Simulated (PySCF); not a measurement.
Rb (rubidium, neutral) across methods

[Kr] 5p1, 2P determinant (an excited configuration). Calculation: PySCF 2.14, in x2c-QZVPPall with one added diffuse shell each of s, p, d, f, g type (14s9p8d4f3g, 136 functions); the spin-free X2C one-electron Hamiltonian (Gaussian nucleus).

```
method  E (hartree)  mean ε 4p α (eV)  mean ε 4p β (eV)  mean ε 5p α (eV)  Σ⟨r²⟩ (bohr²)   ⟨S²⟩
   LDA     -2976.97           -17.382           -17.354            -1.543          86.06  0.750
r2SCAN     -2980.96           -17.812           -17.803            -1.540          86.99  0.750
revPBE     -2980.80           -17.214           -17.190            -1.592          86.33  0.750
  BP86     -2981.35           -17.337           -17.316            -1.646          85.72  0.750
 B97-3     -2980.73           -19.175           -19.162            -1.817          89.27  0.750
  PBE0     -2980.67           -19.042           -19.010            -1.873          87.68  0.750
   PBE     -2980.60           -17.241           -17.212            -1.581          86.08  0.750
   UHF  -2979.10110           -23.410           -23.367            -2.460          97.61  0.750
```
